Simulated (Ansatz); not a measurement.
AlO3H3. Total charge 0; singlet. Geometry relaxed at PBE0-D4/def2-TZVP.

Cartesian coordinates in Å:
```
Al -0.001 0.000 0.000
O 0.630 -1.151 1.063
O -1.255 -0.418 -1.050
O 0.624 1.570 -0.011
H -1.639 0.202 -1.668
H 0.308 -2.050 1.101
H 1.334 1.846 0.565
```

The structure comes from a short search, and lower isomers may exist.

Task: Estimate the harmonic wavenumbers at RKS PBE0-D4/def2-TZVP (Ansatz, unscaled). Is this a minimum?

Result: 223, 223, 284, 323, 352, 353, 634, 648, 649, 712, 945, 945, 3965, 3965, 3966 cm⁻¹. Yes, no mode is imaginary beyond noise. Zero-point energy 108.8 kJ/mol. It took 38 s on 4 threads of Arm Neoverse V2 on a shared host.
